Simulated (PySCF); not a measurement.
**Electron correlation in Os (osmium, neutral)**

[Xe] 4f14 5d6 6s1 6p1, one real determinant (an excited configuration). Computed with PySCF 2.14 in x2c-TZVPPall (11s7p7d3f1g, 97 functions), with the spin-free X2C one-electron Hamiltonian (Gaussian nucleus). Frozen: [Xe] 4f14; 8 electrons correlated.

MP2 pair energies summed by pair of shells (mhartree):

```tsv
pair	energy	share (%)
5d-5d	-89.43	70.4
5d-6s	-23.85	18.8
5d-6p	-12.17	9.6
6s-6p	-1.65	1.3
```

Total MP2 correlation energy: -127.11 mhartree.

Same-spin part -76.78 and opposite-spin part -50.32 mhartree; SCS-MP2 scales them by 1/3 and 6/5 to -85.98 mhartree.

The basis was made for the ground configuration and has no added diffuse functions, which can raise the energy of the promoted electron.

The reference is one real determinant that mixes LS terms of this configuration.
